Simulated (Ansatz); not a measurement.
Input and output for `[NH2][AlH][SeH]`.

```yaml
crystal:
  periodic: [false, false, false]
  atoms:
    - {symbol: N, position_ang: [-1.114392, 0.478749, -0.839843]}
    - {symbol: Al, position_ang: [0.084902, 0.113142, 0.398621]}
    - {symbol: Se, position_ang: [1.750672, -1.413863, -0.138488]}
    - {symbol: H, position_ang: [-1.143565, 0.084892, -1.765915]}
    - {symbol: H, position_ang: [-1.877393, 1.123231, -0.710248]}
    - {symbol: H, position_ang: [0.016545, 0.804488, 1.814519]}
    - {symbol: H, position_ang: [2.344433, -1.258738, 1.195754]}
basis:
  gaussian: {orbitals: x2c-TZVPPall}
magnetization: {spin_polarized: false, initial_magnetization: 2}
hamiltonian: {xc: {name: CAM-B3LYP}, dispersion: d3bjatm}
output: {forces: true}
```

```sh
$ ansatz run in.yaml --threads 2 --pin off --events-out ev --progress --plain --max-ram 4352MiB
```

It prints (some lines left out):

```
Functional definition: CAM-B3LYP
1088 factors; their error is unknown
256 factors; integrals over basis functions are off by at most 1.9e-5 eV
mean field evaluation 1: about -74276.3552 eV, gradient 6.5e1 eV
mean field evaluation 2: about -74236.9322 eV, gradient 1.2e2 eV
mean field evaluation 4: about -74279.1913 eV, gradient 3.8e1 eV
mean field evaluation 8: about -74286.3597 eV, gradient 1.1e0 eV
mean field evaluation 16: about -74286.6641 eV, gradient 1.2e-1 eV
mean field evaluation 32: about -74286.6705 eV, gradient 1.3e-3 eV
mean field -74286.67048659 eV, -2729.9847870685 hartree, gradient 4.4e-6 eV, S^2 2.000000; 8 other end points of the search recorded, 0 dependent functions left out
reference -74286.67061093 eV, -2729.9847916377 hartree; 30, 28 occupied and 147, 149 virtual orbitals, 1088 factors
Total energy: -74286.78609886 eV, -2729.9890357411 hartree
Relativity: scalar
Atom 0 at    -1.114392     0.478749    -0.839843 Å, force     0.117797     0.047292    -0.089245 eV/Å
Atom 1 at     0.084902     0.113142     0.398621 Å, force    -0.947271     0.438029     0.244823 eV/Å
Atom 2 at     1.750672    -1.413863    -0.138488 Å, force    -1.408416    -0.761507    -4.028299 eV/Å
Atom 3 at    -1.143565     0.084892    -1.765915 Å, force     0.011507    -0.071544     0.087842 eV/Å
Atom 4 at    -1.877393     1.123231    -0.710248 Å, force     0.030134     0.113292    -0.010958 eV/Å
Atom 5 at     0.016545     0.804488     1.814519 Å, force     0.109994    -0.157957    -0.207832 eV/Å
Atom 6 at     2.344433    -1.258738     1.195754 Å, force     2.086254     0.392396     4.003669 eV/Å
Dipole moment:    -0.174839     0.102338    -0.301242 e Å
```

It took 45 s on 2 threads of an Arm Neoverse V2 on a shared host, with 0.85 GiB of host memory at the peak.
